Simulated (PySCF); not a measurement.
## Correlation energy of Si (silicon, neutral)

[Ne] 3s2 3p2, high-spin 3P determinant. Computed with PySCF 2.14 in x2c-TZVPPall (5s5p3d1f, 42 functions), with scalar relativity by spin-free X2C-1e. Frozen: 1s2; 12 electrons correlated.

```json
{"level": "CCSD", "correlation energy (mhartree)": "-227.47"}
{"level": "(T)", "correlation energy (mhartree)": "-4.18"}
{"level": "CCSD(T)", "correlation energy (mhartree)": "-231.65"}
```

Diagnostics: T1 = 0.0080, D1 = 0.0321, largest double amplitude 0.093.

Question: Is a single reference adequate?

Answer: Mostly. T1 lies below 0.03, but a double amplitude of this size points to a near-degeneracy that CCSD handles and MP2 describes poorly.

This basis was not built for core-valence correlation, so the inner-shell part is incomplete.
